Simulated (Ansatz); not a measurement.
Program: Ansatz. Geometries: PBE0-D4/def2-TZVP. ΔE: electronic, gas phase. CBS: MP2 limit from def2 TZ/QZ plus the TZ coupled-cluster correction, frozen cores. Functionals use def2-TZVPP. B3LYP here is the variant with VWN-RPA as its local correlation; programs differ in this. def2 core potentials past Kr. For Te outer-core shells are correlated without core-valence functions, which leaves a few kJ/mol of doubt a bond. Each species was taken in one conformer, which may not be the lowest.

`O[Si@H](F)[Si@H](O)F` + H₂Te → `O[SiH](F)[TeH]` + `O[SiH2]F`  (cleavage of the Si–Si bond)

```
        level  ΔE (kcal/mol)
       PBE-D4          -17.9
       B97M-V          -18.4
      PBE0-D4          -19.3
   r2SCAN0-D4          -21.1
        B3LYP          -19.3
        BHLYP          -20.6
  HF/def2-SVP          -21.2
MP2/CBS(def2)          -24.9
```

Q: What does CCSD(T)/CBS give? (An estimate is asked.)

A: Computed: -21.6 kcal/mol. The listed levels differ from it by 3.7, 3.2, 2.3, 0.5, 2.3, 1.0, 0.4, -3.3 kcal/mol.

Largest T1 diagnostic among the species: 0.013.

From PBE to PBE0 (25 % exact exchange), in def2-TZVPP and without D4, ΔE moves by −1.4 kcal/mol. Leaving LDA and LC-ωPBE aside and taking each functional with its dispersion term where it has one, the values, not all of them listed here, spread over 3.9 kcal/mol, from PBE-QIDH to revPBE-D4. At CCSD(T), def2-SVP lies +1.6 kcal/mol from the extrapolated value and def2-TZVPP +1.3 kcal/mol.
